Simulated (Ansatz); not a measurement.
A nudged elastic band was laid between two geometries of a periodic cell of 13 atoms, BIr₁₂ (surface Ir(111), adsorbate B).

These are results of DFT PBE, scalar-relativistic, plane waves, PAW in Ansatz, not measurements. Settings: cutoff 420 eV, k mesh 4x4x1, gaussian smearing 0.05 eV, no spin polarisation.

```yaml
movable_images: 7
climbing_image: yes
spring: 5.0 eV/Å²
optimiser: quadratic models (default)
start_path: IDPP
force_threshold: 0.05 eV/Å
iteration_limit: 46
end_points: relaxed
atoms_held: 1 to 4
```

Image 0:

```xyz
13
Lattice="5.4306 0.0000 0.0000 2.7153 4.7030 0.0000 0.0000 0.0000 15.4340" Properties=species:S:1:pos:R:3
Ir 1.358 0.784 1.000
Ir 4.073 0.784 1.000
Ir 2.715 3.135 1.000
Ir 5.431 3.135 1.000
Ir 0.000 1.566 3.193
Ir 2.715 1.568 3.172
Ir 1.359 3.920 3.193
Ir 4.072 3.920 3.193
Ir 0.000 0.000 5.359
Ir 2.715 0.025 5.489
Ir 1.380 2.339 5.489
Ir 4.051 2.339 5.489
B 5.431 3.135 6.764
```

Image 8:

Only the atoms that move by more than 0.05 Å are listed.
```
Ir9 -0.047 0.027 5.465
Ir10 2.762 0.027 5.465
Ir11 1.358 2.352 5.372
Ir12 4.073 2.297 5.465
B13 4.073 3.919 6.671
```

**Question.** Which bonds break or form, and what moves?

**Answer.** Contacts lost: Ir11–B13. Contacts made: Ir9–B13. The atom that moves furthest is B13, by 1.57 Å; four of its nearest neighbours are Ir12 2.04, Ir10 2.04, Ir11 2.04, Ir9 3.44 Å at the first end and Ir12 2.02, Ir9 2.02, Ir10 2.02, Ir11 3.39 Å at the last.

**Question.** Give the energies along the band, and the barrier.

**Answer.** The forces met the threshold. The highest image is number 3 of 0 to 8, 0.187 eV above the first end and 0.540 eV above the last; the last end lies 0.352 eV below the first. By the program's own check the climbing image is a first-order saddle point (lowest curvatures found: -1.68 and 0.90 eV/Å²). Limits of this set-up: coarse k mesh, thin slab, slab without dipole correction, odd electron count without spin.

```json
{"image": "0", "path coordinate (Å)": "0.00", "energy (eV)": "0.000", "Ir11–B13 (Å)": "2.04", "Ir9–B13 (Å)": "3.44"}
{"image": "1", "path coordinate (Å)": "0.21", "energy (eV)": "0.054", "Ir11–B13 (Å)": "2.17", "Ir9–B13 (Å)": "3.25"}
{"image": "2", "path coordinate (Å)": "0.42", "energy (eV)": "0.150", "Ir11–B13 (Å)": "2.38", "Ir9–B13 (Å)": "3.07"}
{"image": "3", "path coordinate (Å)": "0.62", "energy (eV)": "0.187", "Ir11–B13 (Å)": "2.59", "Ir9–B13 (Å)": "2.88"}
{"image": "4", "path coordinate (Å)": "0.85", "energy (eV)": "0.142", "Ir11–B13 (Å)": "2.81", "Ir9–B13 (Å)": "2.65"}
{"image": "5", "path coordinate (Å)": "1.08", "energy (eV)": "-0.006", "Ir11–B13 (Å)": "2.99", "Ir9–B13 (Å)": "2.40"}
{"image": "6", "path coordinate (Å)": "1.31", "energy (eV)": "-0.221", "Ir11–B13 (Å)": "3.18", "Ir9–B13 (Å)": "2.17"}
{"image": "7", "path coordinate (Å)": "1.54", "energy (eV)": "-0.331", "Ir11–B13 (Å)": "3.33", "Ir9–B13 (Å)": "2.05"}
{"image": "8", "path coordinate (Å)": "1.77", "energy (eV)": "-0.352", "Ir11–B13 (Å)": "3.39", "Ir9–B13 (Å)": "2.02"}
```

**Question.** What is the geometry of the highest image?

**Answer.** 
```xyz
13
Lattice="5.4306 0.0000 0.0000 2.7153 4.7030 0.0000 0.0000 0.0000 15.4340" Properties=species:S:1:pos:R:3:forces:R:3
Ir 1.358 0.784 1.000 0.03 -0.07 -0.14
Ir 4.073 0.784 1.000 -0.05 0.03 0.00
Ir 2.715 3.135 1.000 0.07 0.01 -0.14
Ir 5.431 3.135 1.000 -0.05 0.03 0.26
Ir -0.004 1.563 3.221 0.00 0.00 0.00
Ir 2.695 1.579 3.198 0.01 0.00 0.02
Ir 1.360 3.924 3.222 0.00 0.00 -0.01
Ir 4.081 3.915 3.147 0.00 0.00 0.00
Ir 0.057 -0.033 5.375 0.00 0.00 0.00
Ir 2.798 0.021 5.499 0.00 0.00 0.01
Ir 1.380 2.339 5.418 0.01 -0.01 0.00
Ir 4.097 2.269 5.499 0.00 -0.01 0.00
B 4.928 3.425 6.829 0.00 0.01 -0.01
```

Run time: 8.3 min on 4 threads of Intel(R) Xeon(R) Platinum 8488C (Sapphire Rapids), on a shared host, peak memory 3.9 GiB.
